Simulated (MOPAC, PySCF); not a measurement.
C₂H₅NSi, SMILES `C(#N)C[SiH3]`, neutral singlet in the gas phase. 

Cartesian coordinates (Å):
SMILES: N#CC[SiH3]
```xyz
9

N      2.3994     1.2608     0.2487
C      1.6127     0.4353     0.0916
C      0.5822    -0.5644    -0.0993
Si    -1.1680     0.1814     0.0248
H      0.7037    -1.0318    -1.0796
H      0.6912    -1.3496     0.6527
H     -1.3333     1.2116    -1.0206
H     -2.1373    -0.9171    -0.1838
H     -1.3506     0.7738     1.3655
```
Charge 0, spin multiplicity 1.

All levels are single points at this geometry (B3LYP-D3(BJ)/def2-TZVP); Pople sets use spherical d functions. Orbital energies aren't observables, and empty levels follow the basis.

B3LYP-D3(BJ)/def2-TZVP in PySCF gives HOMO (eV) = -8.71.

Question: Estimate the HOMO (eV) from each of these levels: M06-2X/def2-TZVP in PySCF; B3LYP/6-311+G** in PySCF; B3LYP/6-31G* in PySCF; B3LYP/LANL2DZ in PySCF; BP86/6-31G* in PySCF; HF/6-31G* in PySCF; AM1 in MOPAC; PM7 in MOPAC.

Answer: 
```csv
level,HOMO (eV)
M06-2X/def2-TZVP in PySCF,-10.17
B3LYP/6-311+G** in PySCF,-8.76
B3LYP/6-31G* in PySCF,-8.44
B3LYP/LANL2DZ in PySCF,-8.80
BP86/6-31G* in PySCF,-7.49
HF/6-31G* in PySCF,-11.81
AM1 in MOPAC,-11.71
PM7 in MOPAC,-11.86
```
